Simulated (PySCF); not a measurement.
Dipole moment and polarisability of `[H]/N=[CH]\[GeH2][GeH2][SiH3]`

Compound: CH9Ge2NSi.
Numbering: `[H]/[N:1]=[CH:2]\[GeH2:3][GeH2:4][SiH3:5]` (hydrogens: H6 on N1; H7 on C2; H8, H9 on Ge3; H10, H11 on Ge4; H12, H13, H14 on Si5)

Cartesian coordinates in Å at the PBE0-D3(BJ)/def2-SVP level; atoms count from 1:
```xyz
14
CH9Ge2NSi angstrom
N      3.666    0.006    0.141
C      2.649   -0.707   -0.118
Ge     0.962   -0.094   -0.941
Ge    -0.860   -0.171    0.661
Si    -2.911    0.457   -0.378
H      3.522    0.981   -0.151
H      2.705   -1.776    0.161
H      1.199    1.354   -1.423
H      0.616   -0.987   -2.152
H     -0.538    0.763    1.844
H     -0.976   -1.610    1.207
H     -4.032    0.469    0.611
H     -2.778    1.819   -0.979
H     -3.230   -0.519   -1.465
```

Level: wB97X-D/def2-SVPD (PySCF), static field, nuclei fixed, core orbitals frozen in the response. The polarisability tensor in these axes (au):

```
x   158.27  -2.96   1.87
y    -2.96  99.99  -2.38
z     1.87  -2.38 103.71
```

**Question.** Give the principal values, the mean and the anisotropy Δα = √{½[(α1 − α2)² + (α2 − α3)² + (α1 − α3)²]}.

**Answer.** Principal values 98.77, 104.71 and 158.49 au; mean 120.66 au = 17.88 Å³ = 19.89 × 10⁻⁴⁰ C²·m²/J; Δα = 56.98 au (47 % of the mean).

**Question.** What is the dipole moment, and where does it point?

**Answer.** (-1.96, 0.20, -0.64) D, 2.07 D in size, pointing from the negative to the positive side. Measured along this direction, the outermost atoms are N1 at the negative end and H12 at the positive end.

**Question.** How large is μ²/3kT at 350 K beside α?

**Answer.** In Gaussian units μ²/3kT = 29.62 Å³ against 17.88 Å³, a ratio of 1.66; the Debye molar polarisation (4π/3)N_A(α + μ²/3kT) is 119.8 cm³/mol, leaving out the vibrational part.

**Question.** What are the principal values of the traceless quadrupole moment, Θ = ½Σq(3rr − r²1), about the centre of nuclear charge?

**Answer.** -14.05, 4.62, 9.43 D·Å. The values depend on the origin, since the dipole doesn't vanish. The electronic extent ⟨r²⟩ about the same centre is 1736 bohr², a root-mean-square distance of 2.20 Å for the 100 electrons.

**Question.** Molar refractivity from α?

**Answer.** Lorentz–Lorenz: R = (4π/3)N_A α = 2.5225 cm³/(mol·Å³) × 17.88 Å³ = 45.1 cm³/mol, in the limit of long wavelengths.

**Question.** Find the Langevin capture rate constant for H3+ (3.023 u) meeting this molecule (210.893 u), k = 2.342 × 10⁻⁹ cm³/s × √(α in Å³ / reduced mass in u).

**Answer.** The reduced mass is 2.98 u, so k = 5.74 × 10⁻⁹ cm³/s. The formula leaves out the permanent dipole, which adds to the capture rate.

**Question.** Rayleigh depolarisation ratio (linearly polarised light, static tensor)?

**Answer.** ρ = 3Δα²/(45ᾱ² + 4Δα²) = 9741.6/(655121 + 12988.8) = 0.0146.

The structure is a single PBE0-D3(BJ)/def2-SVP conformer in the gas phase; no vibrational or solvent corrections. The calculation is non-relativistic, for germanium too.
